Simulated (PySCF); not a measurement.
These are PBE0-D4/def2-TZVP run with PySCF 2.14.0 values and carry that method's errors. Isolated molecules, 0 K electronic values unless said otherwise. One relaxed conformer stands for a flexible species; it need not be the lowest. Delta-SCF ions had no search for a lower state. 

Reference species (SMILES): `[SiH2](O)B(O)O` (neutral, multiplicity 1).

* **HOMO**: -8.05 eV
* **vertical ionisation energy (Delta-SCF)**: 10.23 eV
* **HOMO–LUMO gap**: 7.92 eV

After one change: the HOMO drops by 0.43 eV; the vertical ionisation energy (Delta-SCF) rises by 0.54 eV; the HOMO–LUMO gap rises by 0.41 eV.

### Question
Name the change that produced these shifts. The new species is one of these.
(A) `C[SiH2]O` (C–Si–O–H torsion 70°)
(B) `CC(C)[SiH2]O` (C–C–Si–O torsion -179°, C–Si–O–H torsion -78°)
(C) `O[SiH3]`
(D) `O[SiH2]C(F)F` (H–O–Si–C torsion 51°, O–Si–C–F torsion -53°)

### Answer
D, `O[SiH2]C(F)F` (H–O–Si–C torsion 51°, O–Si–C–F torsion -53°)
